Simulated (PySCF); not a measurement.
Question: Write a Z-matrix for `o1c(C[CH2])ccc1` [radical] as optimised with PBE0-D3(BJ)/def2-SVP. (Doublet state.)

Answer: 
Z-matrix in Å and degrees, rows numbered from 1:
```
C 
C   1  1.4930
C   2  1.4944  1  112.80
C   3  1.3662  2  133.39  1  -110.70
C   4  1.4312  3  106.34  2   178.24
C   5  1.3617  4  105.78  3    -0.24
O   6  1.3499  5  110.33  4     0.16
H   1  1.0925  2  120.34  3   -83.59
H   1  1.0928  2  120.07  3    81.39
H   2  1.1012  1  110.74  3  -120.05
H   2  1.1040  1  110.32  3   121.78
H   4  1.0878  3  126.12  2    -1.96
H   5  1.0878  4  127.60  3   179.77
H   6  1.0868  5  133.43  4   179.75
```

C5 (carbon bonded to 2 C and H) is planar (angles 127.6°, 126.6° and 105.8°, sum 360.0°, 0.00 Å off the plane of its three neighbours). C3 (carbon bonded to 2 C and O) is planar (angles 133.4°, 116.9° and 109.6°, sum 360.0°, 0.01 Å off the plane of its three neighbours). C6 (carbon bonded to C, O and H) is planar (angles 133.4°, 116.2° and 110.3°, sum 360.0°, 0.00 Å off the plane of its three neighbours). C1 (carbon bonded to C and 2 H) is almost planar (angles 120.3°, 120.1° and 117.9°, sum 358.3°, 0.09 Å off the plane of its three neighbours).

Method used: PBE0-D3(BJ)/def2-SVP geometry optimisation, gas phase in PySCF 2.14.0.

Point group: C1 (no symmetry element, even within 0.4 Å). PBE0-D3(BJ)/def2-SVP frequencies: not computed here. ⟨S²⟩ = 0.755 (exact for a doublet: 0.75). Torsions: H–C1–C2–C3 -84° and 81°, C1–C2–C3–C4 -111°.

One conformer stands for the species.
